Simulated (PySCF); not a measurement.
Species: [closo-1-(I)B7H6]2- (charge -2).
Structure used (PBE0-D3(BJ)/def2-SVP), in Å, numbered top down from 1:
```xyz
14
B7H6I angstrom
B     -0.7247   -1.2094    0.2192
B     -0.8874    0.2015    1.0981
B     -0.6738    0.3421   -0.6751
B      1.1059    0.5571   -0.6937
B      0.2441    1.2932    0.5337
B      0.8010   -0.4153    0.8146
B      0.5080   -0.9898   -0.8868
H     -1.3958   -2.2215    0.3542
H     -1.7001    0.4085    1.9867
I     -2.2061    1.1348   -2.2353
H      2.0054    1.0697   -1.3420
H      0.4006    2.4360    0.9366
H      1.6139   -0.8341    1.6346
H      0.8896   -1.8166   -1.7017
```

Level of theory: PBE0-D3(BJ)/def2-SVP geometry optimisation, gas phase, def2 core potentials past Kr (PySCF).

(1) Which atoms are bound to B1, and at what distances?

(2) List the angles at B1.

(3) Describe the arrangement about B1 in numbers.

(4) Which atoms are bound to B3, and at what distances?

(5) List the angles at B3.

(6) Describe the arrangement about B3 in numbers.

(7) What are the other bond lengths?

(8) Give some angles away from the centre.

(9) What are the rotational constants (commonest isotopes, rigid rotor)?

Results:

(1) 5 atoms: H8 1.222 Å, B2 1.670 Å, B7 1.671 Å, B3 1.792 Å, B6 1.820 Å. The nearest atom not counted as bound is H14, at 2.58 Å (others tie with it).

(2) 
| angle | degrees | distance of the outer atoms (Å) |
| --- | --- | --- |
| B3–B1–H8 | 142.0 | 2.86 |
| B6–B1–H8 | 141.8 | 2.88 |
| B2–B1–H8 | 126.0 | 2.59 |
| B7–B1–H8 | 126.0 | 2.58 |
| B2–B1–B7 | 108.0 | 2.70 |
| B3–B1–B6 | 76.2 | 2.23 |
| B2–B1–B6 | 62.7 | 1.82 |
| B6–B1–B7 | 62.7 | 1.82 |
| B3–B1–B7 | 62.3 | 1.79 |
| B2–B1–B3 | 62.2 | 1.79 |

(3) τ5 = (β − α)/60° = 0.00 from the two widest angles, 142.0° and 141.8° (0 for a square pyramid, 1 for a trigonal bipyramid). Some of the bound atoms are bonded to each other. The B–B distances aren't all alike: 1.670 to 1.820 Å.

(4) 6 atoms: B5 1.791 Å, B1 1.792 Å, B2 1.792 Å, B4 1.793 Å, B7 1.793 Å, I10 2.326 Å. The nearest atom not counted as bound is B6, at 2.23 Å.

(5) 
```
    angle  degrees  distance of the outer atoms (Å)
B2–B3–I10    127.7                             3.70
B1–B3–I10    127.7                             3.70
B5–B3–I10    127.5                             3.70
B7–B3–I10    127.5                             3.70
B4–B3–I10    127.3                             3.70
 B2–B3–B4     97.9                             2.70
 B1–B3–B5     97.9                             2.70
 B1–B3–B4     97.9                             2.70
 B2–B3–B7     97.9                             2.70
 B5–B3–B7     97.8                             2.70
 B2–B3–B5     55.6                             1.67
 B4–B3–B5     55.6                             1.67
 B1–B3–B2     55.6                             1.67
 B1–B3–B7     55.6                             1.67
 B4–B3–B7     55.5                             1.67
```

(6) The three widest angles are 127.7°, 127.7° and 127.5°, the others run from 55.5° to 127.5°. Some of the bound atoms are bonded to each other. Differences among atoms that C5v makes equivalent are scatter left by the optimiser.

(7) B6–H13 1.228 Å.

(8) B1–B6–B2 54.6°, B1–B6–B4 95.9°.

(9) A = 3454, B = 717.4, C = 717.4 MHz: a prolate symmetric top.

Point group: C5v (every atom within 0.08 Å of its image). Charge -2, singlet. Whether so highly charged an anion holds all its electrons in the gas phase wasn't checked; a finite basis holds them in any case. The ion is multiply charged and computed without counter-ions or solvent. Whether it is a minimum is left open (no frequencies).
